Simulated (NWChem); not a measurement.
System: TaNH2OCl2; SMILES [NH2][Ta](=[O])([Cl])[Cl]

Here is an NWChem input.

```
start job
memory heap 200 mb stack 900 mb global 1100 mb
geometry units angstroms noautoz
  Ta    -0.180992     0.070664     0.000000
  O     -0.939486     1.599796     0.000000
  Cl     1.060024    -0.199319     1.942470
  Cl     1.060024    -0.199319    -1.942470
  N     -1.699898    -1.151300     0.000000
  H     -2.678322    -0.873432     0.000000
  H     -1.618355    -2.167205     0.000000
end
basis spherical
  * library def2-svp
end
ecp
  Ta library def2-ecp
end
dft
  xc pbe0
  iterations 150
  mulliken
end
task dft energy
```

All runs use the structure optimised with PBE0/def2-SVP. Not confirmed as a minimum by frequencies. def2 effective core potentials on Ta; no spin-orbit coupling.

**Question.** What results follow from this input? (PBE0/def2-SVP with def2 effective core potentials on Ta.) Quantities: energy (Ha); highest occupied level (eV); orbital gap (eV); dipole (D).

**Answer.** 
| Quantity | Value |
|---|---|
| energy (Ha) | -1108.00 |
| highest occupied level (eV) | -8.79 |
| orbital gap (eV) | 6.92 |
| dipole (D) | 3.78 |
